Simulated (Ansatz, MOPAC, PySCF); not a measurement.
Pair of molecules: HF (SMILES F) (first 2 atoms) with SO2 (SMILES O=S=O); geometry from B3LYP-D3(BJ)/def2-TZVP, rigid monomers moved along the line of their centres of mass till H2···O3 is 2.58 Å.
(charge 0, multiplicity 1):
| atom | x (Å) | y (Å) | z (Å) |
|---|---|---|---|
| F | 0.3508 | 0.5070 | -0.6568 |
| H | 0.0840 | 0.7241 | 0.2106 |
| O | -0.4673 | 0.5062 | 2.7197 |
| S | -0.3257 | -0.7269 | 3.4620 |
| O | -0.6664 | -0.7114 | 4.8548 |

Monomers are frozen at their geometry in the pair; levels with a basis set take the counterpoise correction. Rows marked so take none.

Frozen-core correlation. CBS(a, b) extrapolates the correlation energy as X⁻³ and adds the Hartree–Fock energy of set b. Rows in 6-311+G**, 6-31G*, STO-3G carry no dispersion term and start afresh at each structure (6-31G* with six Cartesian d functions). The state that PM3, PM6, PM7 reach isn't checked; PM7 holds dispersion and hydrogen-bond terms.

Codes used: Ansatz (an electronic-structure program); MOPAC for PM3, PM6, PM7 (differences of heats of formation); PySCF for 6-311+G** rows, 6-31G* rows, STO-3G rows, the dispersion terms. 

Other levels give for the interaction energy: PBE/def2-TZVPPD -9.9; B3LYP/def2-TZVPPD -9.4; B3LYP-D3(BJ)/def2-TZVPPD -11.3; wB97M-V/def2-TZVPPD -10.8; CCSD(T)/CBS(aug-cc-pV(D+d)Z, aug-cc-pV(T+d)Z) -10.6 kJ/mol.

Common cheap choices:

```
level                              interaction energy (kJ/mol)
---------------------------------  ---------------------------
PM3                                                       -6.8
PM6                                                       -8.7
PM7                                                      -11.4
HF/STO-3G (no counterpoise)                               -7.6
B3LYP/6-31G*                                             -10.2
B3LYP/6-31G* (no counterpoise)                           -12.6
B3LYP/6-311+G** (no counterpoise)                        -12.3
M06-2X/6-31G* (no counterpoise)                          -13.0
```
